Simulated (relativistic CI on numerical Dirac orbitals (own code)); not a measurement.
# Nb²⁺ (4d3) in a crystal field

Calculated by Dirac-Coulomb-Breit CI, KLI orbitals optimised for each configuration, a model potential for QED, valence Slater integrals scaled by 0.75, one configuration in a parametric crystal field (own radial code).

Field parameters in Wybourne normalisation: D4h B²₀ = −7Ds, B⁴₀ = 21(Dq − Dt), B⁴₄ = 21√(5/14) Dq. The field is a parameter set, without covalency.

S is read from ⟨S²⟩ = S(S + 1).

Levels (cm⁻¹, degeneracy): 0 (2), 7 (2), 7361 (2), 7493 (2), 7518 (2), 7677 (2), 8500 (2), 8875 (2), 9892 (2), 10162 (2), 10600 (2), 12194 (2).

Q: Which field gives this pattern?
A. D4h, 10Dq = 12250, Ds = 2590, Dt = 530 cm⁻¹
B. D4h, 10Dq = 12250, Ds = 1770, Dt = 530 cm⁻¹
C. D4h, 10Dq = 12250, Ds = 3000, Dt = 530 cm⁻¹
D. D4h, 10Dq = 12250, Ds = -270, Dt = 530 cm⁻¹

A: D. D4h, 10Dq = 12250, Ds = -270, Dt = 530 cm⁻¹, ground level with S = 1.50.
